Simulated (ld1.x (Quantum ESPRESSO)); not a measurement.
hydrogen (H): one change to a PAW potential, before and after

ld1.x (Quantum ESPRESSO) 7.5 input, shortened:

```
&input
   title='H', zed=1., rel=0, dft='PBESOL', iswitch=3,
   config='1s0.5 2p-2'
 /
 &inputp
   pseudotype=3, lpaw=.true., tm=.true., lloc=-1, rcloc=1.30,
   nlcc=.false.,
   which_augfun='BESSEL', rmatch_augfun=0.90
 /
4
1S  1  0   0.50   0.00  1.20  1.50  0.0
1S  1  0   0.00   0.10  1.20  1.50  0.0
2P  2  1  -2.00   0.05  1.20  1.55  0.0
2P  2  1  -2.00   0.75  1.20  1.55  0.0
 &test
   configts(1)='1s0.5'
 /
```

Change: all radii scaled by about 0.76 (s 1.14, p 1.18 bohr, rcut 0.92/0.92); local potential all-electron potential smoothed inside 0.98 bohr (lloc = -1); augmentation BESSEL, radius 0.68 bohr.

Cutoffs: the cutoffs (Ry, on a coarse ladder) from which the occupation-weighted sum of valence levels, in a spherical-Bessel basis at the reference potential, stays within 10 and 1 mRy of its value at 400 Ry; they do not see the model core or the augmentation charge, which bear on the density cutoff. Errors are all-electron minus pseudo energies relative to the spin-unpolarised reference configuration.

Problem. Predict the effect on cutoff, ghosts and configuration errors.

Solution. The potential gets harder (10 Ry and 18 Ry → 15 Ry and 30 Ry); neither file shows a bound ghost. A smaller radius makes the pseudo-wave follow the all-electron one further in, where it bends more sharply, so more plane waves are needed.

```json
{"quantity": "cutoff, loose", "base": "10 Ry", "changed": "15 Ry"}
{"quantity": "cutoff, tight", "base": "18 Ry", "changed": "30 Ry"}
{"quantity": "bound ghosts", "base": "none", "changed": "none"}
{"quantity": "error for 1s1, meV [ΔE -4.66 eV]", "base": "-0.1", "changed": "0.0"}
{"quantity": "lowest overlap eigenvalue by channel", "base": "s 0.95, p 0.96", "changed": "s 0.99, p 0.95"}
```
